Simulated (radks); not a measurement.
Results of a calculation; reference values are marked as such.
The bromine ion Br4+, configuration [Ar] 3d10 4s2 4p1. Code: a radial shooting solver on a logarithmic mesh with Libxc functionals. Model: non-relativistic Kohn-Sham, LDA (Slater exchange, Perdew-Wang correlation), spin-unpolarised, spherical densities, point nucleus.

Normalised radial functions P(r) = r R(r), r in bohr:

```
   r/bohr * 2p, o 3p, + 5s (the largest magnitude, 2.39, reaches the edge; | marks zero, & curves that meet)
 0.004413                             &
 0.005886                             &+
 0.007788                             o&
  0.01031                             o&
  0.01363                             |&*
  0.01804                             |& *
  0.02387                             |+o  *
  0.03158                             |+ o    *
  0.04179                             |+   o     *
  0.05529                             +     o         *
  0.07375                            +|       o            *
  0.09758                            +|        o               *
   0.1291                           + |       o                  *
   0.1708                            +|   o                    *
    0.226                           o +                  *
   0.2991                    o        | +         *
   0.3957              o              |  + *
   0.5236             o               | &
   0.6927                o           +*
   0.9239                      o  +   *
    1.222                        + o  *
    1.617                           +o*
     2.14                             &   +
    2.832                             &      +
    3.747                             &      +
    4.957                             &  +
    6.559                             &+
    8.679                             &
```

2p: eigenvalue -1569.8 eV, 0 radial nodes, <r> = 0.167 bohr, 90 % of the charge inside 0.272 bohr. 3p: eigenvalue -225.25 eV, 1 radial node at r = 0.209 bohr, <r> = 0.568 bohr, 90 % of the charge inside 0.868 bohr. 5s (empty): eigenvalue -27.055 eV, 4 radial nodes at r = 0.0567, 0.228, 0.658, 1.77 bohr, <r> = 3.21 bohr, 90 % of the charge inside 4.54 bohr.
